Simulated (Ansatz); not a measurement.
`N[CH2][SbH][TeH]` + BH₃ → `[BH2][SbH][TeH]` + CH₃NH₂  (formal exchange of groups at the Sb–C bond)

Computed with Ansatz on PBE0-D4/def2-TZVP structures; ΔE is electronic, products minus reactants. CCSD(T)/CBS adds triple-zeta CCSD(T) − MP2 to the extrapolated MP2 energy (def2 sets, frozen cores). This one scheme is used for every species. DFT in def2-TZVPP. B3LYP here is the variant with VWN-RPA as its local correlation; programs differ in this. HSE06 is defined as in plane-wave codes. def2 core potentials past Kr. For Sb, Te outer-core shells are correlated without core-valence functions, which leaves a few kJ/mol of doubt a bond. Each species was taken in one conformer, which may not be the lowest.

`N[CH2][SbH][TeH]`:

Cartesian coordinates in Å:
```
N 0.110 -1.325 -1.021
C 0.650 -0.719 0.161
Sb 0.891 1.485 0.065
Te -1.807 1.949 -0.311
H -0.791 -0.925 -1.259
H 0.719 -1.214 -1.821
H 1.640 -1.127 0.376
H 0.010 -0.927 1.019
H 0.835 1.718 1.760
H -2.258 1.084 1.031
```

BH₃:

Z-matrix (Å, degrees):
```
B
H 1 1.193
H 1 1.193 2 120.0
H 1 1.193 2 120.0 3 180.0
```

`[BH2][SbH][TeH]`:

Z-matrix (Å, degrees):
```
B
Sb 1 2.207
H 1 1.194 2 119.5
H 1 1.192 2 119.6 3 -173.6
Te 2 2.750 1 95.9 3 -140.0
H 2 1.706 1 95.0 3 -41.8
H 5 1.658 2 91.5 1 -148.2
```

CH₃NH₂:

Cartesian coordinates in Å:
```
C 0.314 0.469 0.070
N -0.227 -0.879 0.016
H -0.354 1.259 -0.301
H 1.237 0.512 -0.512
H 0.577 0.712 1.102
H -0.467 -1.129 -0.934
H -1.078 -0.944 0.559
```

```
             level  ΔE (kJ/mol)  difference from CCSD(T)/CBS
       LDA (SPW92)        -42.2                         -5.8
            PBE-D4        -37.8                         -1.4
         revPBE-D4        -32.7                          3.7
           BLYP-D4        -27.0                          9.4
            B97M-V        -41.8                         -5.4
           PBE0-D4        -41.5                         -5.1
          B3LYP-D4        -32.3                          4.1
        r2SCANh-D4        -40.1                         -3.7
        r2SCAN0-D4        -42.3                         -5.9
          HSE06-D4        -41.7                         -5.3
          BHLYP-D4        -36.9                         -0.5
      CAM-B3LYP-D4        -36.3                          0.1
           ωB97X-V        -38.9                         -2.5
           ωB97M-V        -37.6                         -1.2
            B2PLYP        -38.4                         -2.0
          PBE-QIDH        -43.4                         -7.0
            revPBE        -44.7                         -8.3
              BLYP        -38.1                         -1.7
            r2SCAN        -40.2                         -3.8
             B3LYP        -41.0                         -4.6
           r2SCANh        -41.8                         -5.4
           r2SCAN0        -44.1                         -7.7
             BHLYP        -43.9                         -7.5
         CAM-B3LYP        -41.5                         -5.1
           LC-ωPBE        -47.4                        -11.0
       HF/def2-SVP        -52.8                        -16.4
      MP2/def2-SVP        -41.5                         -5.1
     CCSD/def2-SVP        -47.8                        -11.4
  CCSD(T)/def2-SVP        -45.7                         -9.3
     HF/def2-TZVPP        -47.3                        -10.9
    MP2/def2-TZVPP        -34.2                          2.2
SCS-MP2/def2-TZVPP        -34.1                          2.3
   CCSD/def2-TZVPP        -41.0                         -4.6
CCSD(T)/def2-TZVPP        -38.2                         -1.8
     HF/def2-QZVPP        -47.3                        -10.9
    MP2/def2-QZVPP        -33.2                          3.2
SCS-MP2/def2-QZVPP        -33.5                          2.9
      HF/CBS(def2)        -47.3                        -10.9
     MP2/CBS(def2)        -32.4                          4.0
    CCSD/CBS(def2)        -39.2                         -2.8
       CCSD(T)/CBS        -36.4                            0
```

Largest T1 diagnostic among the species: 0.013.

The D4 term adds +8.8 kJ/mol with B3LYP and +4.9 kJ/mol with PBE0; it sums over pairs of atoms, weighted by their polarisabilities, and B3LYP, whose exchange is more repulsive, gets the larger term. From r2SCAN to r2SCAN0 (25 % exact exchange), in def2-TZVPP and without D4, ΔE moves by −3.9 kJ/mol. Leaving LDA and LC-ωPBE aside and taking each functional with its dispersion term where it has one, the values spread over 16.4 kJ/mol, from PBE-QIDH to BLYP-D4.

CCSD(T)/CBS has its own doubt, a few kJ/mol and more with outer-core shells, so smaller differences from it don't rank the levels.
